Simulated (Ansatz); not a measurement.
Name a neutral molecule of C, In, N, O and H with HOMO energy (B3LYP/def2-TZVPP) between -5.50 and -5.20 eV and size of the dipole moment (ωB97M-V/def2-TZVPP) between 2.00 and 2.30 D (Ansatz, PBE0-D4/def2-TZVP geometry).

`OC1=[CH][InH][NH]1` (-5.28 eV, 2.09 D). Other molecules can fit too; these were computed, each in one conformer that needn't be the lowest.

B3LYP here is the variant with VWN-RPA as its local correlation; programs differ in this.
